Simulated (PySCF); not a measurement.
Work out the structure from these simulated measurements.

Formula: C2H6F4Si2.

- 13C NMR: chemical shifts (computed TMS as zero) by class: 138.9 (1 C), -11.7 (1 C) ppm [GIAO PBE0/pcSseg-1]
- Triplet: lowest triplet excitation (Tamm–Dancoff): 5.74 eV [TDA CAM-B3LYP/def2-SVPD]
- Polarisability: 80.6 au [CAM-B3LYP/def2-SVPD]
- UV, strongest line: among the 8 lowest singlet transitions: S7 at 8.38 eV (148 nm, f = 0.088) [TDDFT CAM-B3LYP/def2-SVPD]
- Dipole: 3.60 D [CAM-B3LYP/def2-SVPD]
- Rotational structure: rotational constants A, B, C: 1.769, 1.042, 0.783 GHz [GFN2-xTB]

Gas-phase values; electronic properties from PySCF, density fitting. Levels stand in brackets. One conformer (not necessarily the lowest) at the GFN2-xTB geometry, without solvent, vibrations or thermal averaging. Each NMR value is the plain mean over a class of atoms that symmetry, rotation or inversion makes alike.

**Question.** Propose a structure and show how it fits.

**Answer.** Numbering: `[CH3:1][SiH2:2][Si@@H:3]([F:4])[C:5]([F:6])([F:7])[F:8]`. Its formula, C2H6F4Si2, gives 0 degrees of unsaturation, so no ring and no π bond. 2 carbons fall into 2 classes; from least to most shielded: CF3 carbon [C5] (138.9 ppm), Si-methyl carbon [C1] (-11.7 ppm). The optimised geometry has point group C1 and is an asymmetric top. Structure: `C[SiH2][Si@@H](F)C(F)(F)F`. Computed isomers that give other values at the same levels: `FC(F)(F)C(F)([SiH3])[SiH3]` (13C chemical shifts (computed TMS as zero) by class: 136.4 (1 C), 91.1 (1 C) ppm). The assignments are read from this structure; whether some other isomer fits the data as well wasn't checked. The mirror image fits equally.

Shape of the structure used: `[CH3:1][SiH2:2][Si@@H:3]([F:4])[C:5]([F:6])([F:7])[F:8]`: C1–Si2–Si3–F4 -161°, Si2–Si3–C5–F6 -44°.
